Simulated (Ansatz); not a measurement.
Job for Ansatz (an electronic-structure program): U-r2SCAN/cc-pV(T+d)Z on CH6AlN (SMILES [CH3][AlH][NH2]), a point of a bond scan (R = 1.581 Å). Files ending in .json are basis or fitting sets from the Basis Set Exchange.

Ansatz 0.2 input:
```yaml
crystal:
  periodic: [false, false, false]
  atoms:
    - {symbol: Al, position_ang: [-0.27445294, -0.28120700, -0.33028897]}
    - {symbol: H, position_ang: [-1.12314939, -1.12233866, -1.36565167]}
    - {symbol: C, position_ang: [0.13996125, 1.61435917, -0.55556952]}
    - {symbol: H, position_ang: [0.69355590, 1.78924499, -1.48298603]}
    - {symbol: H, position_ang: [0.73697373, 2.01500929, 0.26678325]}
    - {symbol: H, position_ang: [-0.77388612, 2.21218341, -0.62370655]}
    - {symbol: N, position_ang: [0.31277928, -1.15023681, 1.10029951]}
    - {symbol: H, position_ang: [0.86352939, -0.74691531, 1.84233245]}
    - {symbol: H, position_ang: [0.14164226, -2.12598999, 1.28830568]}
basis:
  gaussian:
    orbitals: cc-pV_T+d_Z.json
hamiltonian:
  xc: {name: r2SCAN}
magnetization: {spin_polarized: true, initial_magnetization: 0}
```

Output:

```
WARN ansatz: RAYON_NUM_THREADS=1 ignored (pool sized by the plan → 1); use --threads N
Functional definition: r2SCAN
integrals: 0.08 GiB planned
985 factors; their error is unknown
mean field: 0.83 GiB planned
mean field evaluation 1: about -9206.6412 eV, gradient 6.1e1 eV
mean field evaluation 2: about -9171.2773 eV, gradient 9.3e1 eV
mean field evaluation 4: about -9221.5766 eV, gradient 9.0e0 eV
mean field evaluation 8: about -9221.9441 eV, gradient 2.0e-1 eV
mean field evaluation 16: about -9221.9442 eV, gradient 1.3e-5 eV
mean field -9221.94418093 eV, -338.9001977908 hartree, gradient 1.3e-5 eV, S^2 0.000000; 0 other end points of the search recorded, 0 dependent functions left out
reference -9221.94419768 eV, -338.9001984064 hartree; 16, 16 occupied and 167, 167 virtual orbitals, 985 factors
Total energy: -9221.94419768 eV, -338.9001984064 hartree
```

The calculation finished and met its thresholds.

Cost: around 9 core-seconds (rough).
